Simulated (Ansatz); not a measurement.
A made-up structure of AlSiH$_{3}$ClF, closed shell:

F1  (-0.532, 2.383, -1.023)
Al2  (0.123, 0.870, -1.122)
Si3  (-0.144, -0.548, 0.864)
Cl4  (0.760, -2.372, 0.467)
H5  (1.899, -3.057, 0.480)
H6  (0.506, 0.013, 2.078)
H7  (-1.566, -0.823, 1.202)
(Å)

It is relaxed with PBE-D4/def2-SVP and then PBE0-D4/def2-TZVP (Ansatz 0.2.0). Atoms count as bonded within 1.22 times the sum of their covalent radii (H–H: 0.88 Å). The end point is not checked to be a true minimum.

Question: Does its bonding change? (A judgement: the text doesn't fix the answer.)

Answer: Computed: Yes. Formed: F1–Si3; broken: Si3–Cl4.

Where it ends: The first stage lowers the energy by 2.45 eV in 21 steps. It ends as a complex of AlSiH₂F ([F]1[Al][SiH2]1) + HCl:
F1  (-0.780, 1.590, 0.308)
Al2  (-0.291, 1.733, -1.571)
Si3  (0.011, -0.060, 0.198)
Cl4  (1.292, -2.931, 0.328)
H5  (1.005, -3.096, 1.565)
H6  (0.938, 0.090, 1.364)
H7  (-1.127, -0.860, 0.754)
(Å)

Labels in which every atom is bracketed show which atoms are joined, not bond orders.

For scale, one of the runs: PBE0-D4/def2-TZVP relaxation, 160 basis functions, launched by `ansatz run in.yaml --threads 2 --pin off --events-out ev --progress --plain --max-ram 4352MiB`. The run took about 71 s on 2 CPU threads of an Arm Neoverse V2 (shared host).
